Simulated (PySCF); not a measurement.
Zn⁺ (zinc, charge +1) across methods

[Ar] 3d10 4s1, 2S determinant. Calculation: PySCF 2.14, in aug-cc-pwCVTZ-DK (10s9p7d4f3g, 127 functions); scalar relativity by spin-free X2C-1e. The B2PLYP total includes its PT2 part (frozen core); its orbital energies are those of the SCF part.

| method | E (hartree) | mean ε 3d α (eV) | mean ε 3d β (eV) | mean ε 4s α (eV) | Σ⟨r²⟩ (bohr²) | ⟨S²⟩ |
| --- | --- | --- | --- | --- | --- | --- |
| PBE0 | -1795.332 | -22.589 | -22.423 | -15.270 | 22.31 | 0.751 |
| LDA | -1792.578 | -20.181 | -19.980 | -14.788 | 22.35 | 0.751 |
| revPBE | -1795.494 | -19.738 | -19.521 | -14.427 | 22.46 | 0.751 |
| r2SCAN | -1795.549 | -20.090 | -19.878 | -14.862 | 22.26 | 0.752 |
| PBE | -1795.333 | -19.836 | -19.618 | -14.519 | 22.45 | 0.751 |
| UHF | -1793.98138 | -30.164 | -30.143 | -16.972 | 22.37 | 0.751 |
| r2SCANh | -1795.530 | -21.174 | -20.988 | -15.145 | 22.23 | 0.752 |
| B2PLYP | -1795.303 | -25.422 | -25.315 | -15.969 | 22.30 | 0.751 |
